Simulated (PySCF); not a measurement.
**Working out the excitation energy of Ge**

Ge [Ar] 3d10 4s2 4p2 (3P) → Ge [Ar] 3d10 4s2 4p1 5s1 (3P). Calculation: PySCF 2.14, in aug-cc-pVDZ-PP with ECP10MDF (5s4p3d, 32 functions); scalar relativity through the core potential. Frozen: 3s2 3p6 3d10. Energies in hartree (1 hartree = 27.21139 eV):

```csv
part,Ge (lower),Ge (upper)
UHF,-293.341749,-293.172706
MP2 opposite-spin,-0.033710,-0.032866
MP2 same-spin,-0.007388,-0.006038
```

Task: What does Hartree-Fock give?

Result: (-293.172706) − (-293.341749) = 0.169043 hartree = 4.600 eV.

Task: What do MP2 and SCS-MP2 (6/5 opposite-spin, 1/3 same-spin) give?

Result: The opposite-spin parts differ by 0.023 eV and the same-spin parts by 0.037 eV. MP2: 4.600 + (0.023) + (0.037) = 4.660 eV. SCS-MP2: 4.600 + 1.2 × (0.023) + (0.037)/3 = 4.640 eV.

Measured between the centres of the two terms (NIST): 4.648 eV, so MP2 (valence) is off by 0.012 eV.

A double-zeta basis recovers only part of the correlation energy.

What remains against the reference includes basis incompleteness, the frozen core and correlation beyond second order.
